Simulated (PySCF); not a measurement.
Species: C5H10O4.
Atom-mapped SMILES: `[CH3:1][CH2:2][O:3][CH:4]1[O:5][CH2:6][O:7][CH2:8][O:9]1` (hydrogens: H10, H11, H12 on C1; H13, H14 on C2; H15 on C4; H16, H17 on C6; H18, H19 on C8)

The same species was optimised twice, with GFN2-xTB and with PBE0-D3(BJ)/def2-SVP (PySCF), and the same property calculations (PySCF, gas phase) were run on both structures.

```
     coordinate  GFN2-xTB  PBE0-D3(BJ)/def2-SVP  change
      C2–O3 (Å)     1.426                 1.413  -0.013
      C1–C2 (Å)     1.518                 1.507  -0.011
      C4–O9 (Å)     1.411                 1.404  -0.007
      O3–C4 (Å)     1.357                 1.351  -0.006
      C6–O7 (Å)     1.396                 1.392  -0.004
      O5–C6 (Å)     1.400                 1.396  -0.004
      C4–O5 (Å)     1.389                 1.384  -0.005
      O7–C8 (Å)     1.396                 1.392  -0.004
      C8–O9 (Å)     1.397                 1.393  -0.004
   O7–C8–O9 (°)     112.2                 111.3    -0.9
   O5–C4–O9 (°)     111.3                 110.5    -0.8
   O3–C4–O9 (°)     110.8                 110.1    -0.7
   C1–C2–O3 (°)     107.8                 108.3    +0.5
   O5–C6–O7 (°)     112.2                 111.7    -0.5
   C2–O3–C4 (°)     114.4                 114.8    +0.4
   C4–O9–C8 (°)     110.6                 110.8    +0.2
   C6–O7–C8 (°)     109.9                 109.8    -0.1
C1–C2–O3–C4 (°)       176                   175      -1
C2–O3–C4–O5 (°)      -174                  -174       0
```

Rotational constants: A = 4595, B = 920.1, C = 804.0 MHz (GFN2-xTB) against A = 4635, B = 926.2, C = 810.3 MHz (PBE0-D3(BJ)/def2-SVP). Point groups within 0.08 Å: C1 and C1.

On the GFN2-xTB structure: HOMO (eV) -8.09 [PBE0/pcSseg-1]; LUMO (eV) 1.52 [PBE0/pcSseg-1]; dipole (D) 2.79 [PBE0/pcSseg-1]; GIAO shielding of C1 (ppm) 169.9 [PBE0/pcSseg-1]; GIAO shielding of C2 (ppm) 120.9 [PBE0/pcSseg-1]; GIAO shielding of O3 (ppm) 230.3 [PBE0/pcSseg-1]; GIAO shielding of C4 (ppm) 69.2 [PBE0/pcSseg-1]; GIAO shielding of O5/O9 (mean) (ppm) 203.4 [PBE0/pcSseg-1]; GIAO shielding of C6/C8 (mean) (ppm) 92.5 [PBE0/pcSseg-1]; GIAO shielding of O7 (ppm) 237.1 [PBE0/pcSseg-1].

What do these properties become on the PBE0-D3(BJ)/def2-SVP structure?

| property | level | on GFN2-xTB | on PBE0-D3(BJ)/def2-SVP | change |
| --- | --- | --- | --- | --- |
| HOMO (eV) | PBE0/pcSseg-1 | -8.09 | -8.11 | -0.02 |
| LUMO (eV) | PBE0/pcSseg-1 | 1.52 | 1.51 | -0.01 |
| dipole (D) | PBE0/pcSseg-1 | 2.79 | 2.82 | +0.03 |
| energy, GFN2-xTB geometry as zero (kcal/mol) | PBE0/pcSseg-1 | 0.0 | -0.2 | -0.2 |
| GIAO shielding of C1 (ppm) | PBE0/pcSseg-1 | 169.9 | 168.0 | -1.9 |
| GIAO shielding of C2 (ppm) | PBE0/pcSseg-1 | 120.9 | 122.0 | +1.1 |
| GIAO shielding of O3 (ppm) | PBE0/pcSseg-1 | 230.3 | 232.9 | +2.6 |
| GIAO shielding of C4 (ppm) | PBE0/pcSseg-1 | 69.2 | 70.2 | +1.0 |
| GIAO shielding of O5/O9 (mean) (ppm) | PBE0/pcSseg-1 | 203.4 | 204.0 | +0.6 |
| GIAO shielding of C6/C8 (mean) (ppm) | PBE0/pcSseg-1 | 92.5 | 92.4 | -0.1 |
| GIAO shielding of O7 (ppm) | PBE0/pcSseg-1 | 237.1 | 236.8 | -0.3 |

The heavy atoms differ by 0.012 Å rms after alignment. Among bonds between heavy atoms C2–O3 changes most (-0.013 Å). Changes are differences of the printed values. Neither structure is proved a minimum here.
